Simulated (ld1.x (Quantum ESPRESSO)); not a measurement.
## Scattering properties, ultrasoft potential for Ta

```
Element                 : Ta
Generator               : ld1.x (Quantum ESPRESSO) 7.5
Type                    : ultrasoft
Functional              : PW91
Relativity              : fully relativistic
Frozen core             : [Kr] 4d10 4f14 5s2
Valence charge          : 11
Reference configuration : 5p6 5d3 6s0 6p0 (charge +2)
Partial waves           : 6s (bound, empty): rcut 2.10, rcutus 2.35 bohr; 6s channel at 0.05 Ry: rcut 2.10, rcutus 2.35 bohr; 5p (bound): rcut 1.65, rcutus 2.05 bohr; 6p (bound, empty): rcut 1.65, rcutus 2.05 bohr; 5d (bound): rcut 2.40, rcutus 2.80 bohr; 5d channel at 0.7 Ry: rcut 2.40, rcutus 2.80 bohr
Local potential         : all-electron potential smoothed inside 1.55 bohr (lloc = -2)
Core correction         : Bessel-smoothed model core inside 2.10 bohr
Augmentation charge     : built from norm-conserving waves at rcut, not smoothed further
```

Open shells are filled in proportion to 2j + 1 (rel_dist='average').

The phase is arctan(r·u′/u) with u = r·R(r), unwrapped; energies in Ry, scanned from -6 to 5 Ry. A pole is an energy at which the radial function vanishes at the test radius. The pseudo phase is shifted by a multiple of π to meet the all-electron one at the reference energy, and phase errors are pseudo minus all-electron; the curves can meet again beyond the range given. Levels narrower than the energy grid can be missing from the lists of poles.

Task: For each channel, where are the poles, and over which energies does the pseudopotential scatter like the atom?

Result:

```tsv
channel	radius (bohr)	reference energy (Ry)	poles, all-electron	poles, pseudo	unbroken range about the reference energy with phases within 0.05 rad	phase error 1 Ry above the reference energy (rad)
s	3.05	-1.36	-0.01	-0.01	-5.3 to 2.6	-0.000
p1/2	3.05	-0.98	-4.49, 0.98	-4.49, -1.56, -0.02	-1.4 to -0.9	-0.208
p3/2	3.05	-0.91	-3.83, 1.40	-3.83, -1.55, 2.72	not even at the reference energy	+0.392
d3/2	3.05	-1.38	-1.08, 3.50	-1.04, 2.02	-1.5 to -0.7	+0.082
d5/2	3.05	-1.33	-1.00, 3.62	-0.95, 1.61	-1.5 to -0.6	+0.078
```

A Bessel basis up to 400 Ry misses an occupied level by 0.63 Ry, so cutoffs and ghosts were not judged. Its overlap operator is not positive definite in a basis up to 400 Ry (lowest eigenvalue p1/2 -63.71), so the file is unfit for use: the generalised eigenproblem breaks down once the basis is large enough, and its test numbers describe a broken file.

Phases in the p1/2 channel:

```tsv
E (Ry)	all-electron	pseudo
-6.00	1.413	4.555
-5.48	1.401	4.544
-4.96	1.380	4.524
-4.44	-1.680	1.464
-3.92	-1.768	1.378
-3.40	-1.799	1.350
-2.88	-1.839	1.317
-2.36	-1.903	1.269
-1.84	-2.026	1.221
-1.32	-2.376	-2.406
-0.80	-3.625	-3.704
-0.28	-4.380	-4.564
0.24	-4.588	-4.828
0.76	-4.684	-5.128
1.28	-4.747	-6.236
1.80	-4.800	-7.355
2.32	-4.859	-7.605
2.84	-4.942	-7.704
3.36	-5.106	-7.760
3.88	-5.650	-7.796
4.40	-7.054	-7.823
4.92	-7.521	-7.845
```
